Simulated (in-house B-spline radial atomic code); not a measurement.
A run on N V (N4+) that did not converge. Method: scalar-relativistic (X2C) SCAN, spin-polarised, spherical fractional occupations, Fermi nucleus of rms radius 2.5582 fm; computed with an all-electron radial atomic-structure program (B-spline basis).

Command:
```bash
python run_scf.py task.json out
```
Settings (nuclear radius in fm, mass in u):
```
Z                7
configuration    [He] 2s1
hamiltonian      x2c
method           scan,scan
spin_polarised   True
nucleus          fermi
rms_radius       2.5582
atomic_mass      14.00307
speed_of_light   137.035999084
```

First and last ten iterations of the last attempt (damped for 15 steps, keeping 80 % of the old Fock matrix, then DIIS):
```
 iter        energy (Eh)    residual
    1         -48.403480    2.39e-02
    2         -48.404348    9.78e-04
    3         -48.404349    7.90e-04
    4         -48.404350    6.39e-04
    5         -48.404350    5.16e-04
    6         -48.404350    4.17e-04
    7         -48.404350    3.38e-04
    8         -48.404350    2.73e-04
    9         -48.404350    2.21e-04
   10         -48.404350    1.79e-04
  111      133505.836959    3.04e+02
  112      133326.741516    3.04e+02
  113      133411.152966    3.04e+02
  114      133713.745242    3.04e+02
  115       44298.285733    3.03e+02
  116        3081.090694    2.36e+02
  117        2099.329233    1.39e+02
  118       32807.066067    1.48e+02
  119         611.532349    8.26e+01
  120       27493.331744    1.34e+02
 not converged after 120 iterations
```

The smallest residual met was 2.6e-05; the threshold is about 1e-07. No energy from this run should be used. Run time, properties included: 0.91 s on 1 thread of Arm Neoverse V2, on a shared host.
